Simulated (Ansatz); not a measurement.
In₆Sb₆H₁₈, a cluster cut from wurtzite InSb (hydrogen-capped) was relaxed with PBE-D4 (def2-SVP) in Ansatz in these states: charge +1 doublet, neutral singlet. The geometries follow in no particular order.

In the def2 sets In, Sb take a core potential; there is no spin–orbit coupling. Single mean-field runs in def2-SVP are fitted with def2-universal-jkfit.

A:

```xyz
30

Sb   -0.630    2.995    0.919
In   -2.897    1.315    0.194
In   -0.055    1.914   -3.328
Sb   -2.032    0.114   -2.196
Sb   -2.213   -0.686    2.197
In   -2.069   -2.746   -1.699
In    2.171    2.242    0.644
Sb    2.204    0.889   -1.821
Sb    1.907    0.066    2.562
In    0.222   -2.285    2.213
In    3.158   -1.791   -1.242
Sb    0.575   -2.895   -0.509
H    -0.860    4.568    0.271
H    -0.862    3.462    2.563
H    -4.410    2.093    0.561
H    -0.404    3.457   -2.579
H     0.160    1.552   -5.013
H    -3.455    0.404   -3.125
H    -2.294    0.103    3.729
H    -3.567   -1.704    2.473
H    -3.156   -2.926   -0.339
H    -2.076   -3.600   -3.211
H     3.228    3.491    1.238
H     3.570    1.690   -2.501
H     1.452    0.782    4.064
H     3.466   -0.424    3.084
H     0.289   -3.330    3.603
H     3.714   -2.539   -2.708
H     3.998   -1.625    0.285
H     0.868   -4.584   -0.328
```

B:

Cartesian coordinates in Å:
```
Sb -2.4850 0.6252 2.0128
In -3.0560 -0.9216 -0.3788
In -1.4073 3.4065 -1.5500
Sb -1.6950 0.5923 -2.3399
Sb -1.2026 -3.0782 0.2704
In 0.2435 -1.0368 -3.6496
In 0.0979 1.7552 2.7067
Sb 0.8817 2.8312 0.2112
Sb 1.4728 -0.8113 2.8586
In 1.6208 -2.8062 0.7809
In 3.3331 1.6471 -0.6112
Sb 2.3061 -1.1017 -1.4021
H -3.6111 1.9156 2.0485
H -3.1036 -0.2150 3.3771
H -4.6798 -1.5162 -0.4547
H -2.7033 3.6195 -0.4195
H -0.7876 4.2578 -2.9120
H -2.9142 0.6128 -3.5540
H -1.8387 -3.9482 1.6080
H -1.3510 -4.3415 -0.8778
H 0.0565 -2.7036 -3.1169
H 0.9712 -0.3429 -5.0489
H 0.1320 2.5563 4.2407
H 1.4533 4.3693 0.7256
H 0.9137 -1.6221 4.2663
H 3.0849 -0.5731 3.3897
H 2.5040 -4.2471 1.1395
H 4.1493 2.3752 -1.9416
H 3.9358 0.6079 0.6844
H 3.6785 -1.9067 -2.0638
```

**Question.** Judge from the bond lengths which geometry belongs to which state (an estimate).

**Answer.** A is the neutral singlet (In6–Sb12 2.903 Å, In11–Sb12 2.903 Å, Sb8–In11 2.903 Å); B is the charge +1 doublet (In6–Sb12 3.051 Å, In11–Sb12 3.039 Å, Sb8–In11 2.844 Å).
